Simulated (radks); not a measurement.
Question: The gallium ion Ga2+, [Ar] 3d10 4s1. Method: non-relativistic Kohn-Sham, PBE, spin-polarised, spherical densities, point nucleus; computed with a radial shooting solver on a logarithmic mesh with Libxc functionals. Every spin shell is full or empty, so the densities are truly spherical. Functionals are evaluated on that one density, not self-consistently. Rank these exchange functionals by their error against the exact value of the orbitals, and give that value: LDA, PBE, PBEsol, RPBE, AM05, EV93, SCAN, TASK, MVS.

Answer: Exact: -72.9905 hartree. From best to worst, with 100 (|E| - |E exact|)/|E exact| (equal figures are ties): RPBE +0.09, MVS +0.15, PBE -0.21, SCAN +0.38, EV93 +0.39, TASK -2.44, PBEsol -2.46, AM05 -5.18, LDA -5.71.
